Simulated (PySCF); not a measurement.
pyridine (C₅H₅N), SMILES n1ccccc1.

The structure is a stationary point at B3LYP-D3(BJ)/def2-SVP.

Level of theory: PBE0/def2-TZVP run with PySCF.

Symmetry labels are those of the subgroup C2v that the program uses (full group C2v).

Computed valence orbital energies around the gap with their symmetry:
| orbital | symmetry | energy (eV) |
|---|---|---|
| HOMO−7 | A1 | -13.24 |
| HOMO−6 | B2 | -12.08 |
| HOMO−5 | A1 | -11.43 |
| HOMO−4 | B1 | -11.39 |
| HOMO−3 | B2 | -10.32 |
| HOMO−2 | B1 | -8.34 |
| HOMO−1 | A2 | -7.62 |
| HOMO | A1 | -7.41 |
| LUMO | B1 | -0.86 |
| LUMO+1 | A2 | -0.52 |
| LUMO+2 | A1 | 1.50 |
| LUMO+3 | B2 | 2.29 |
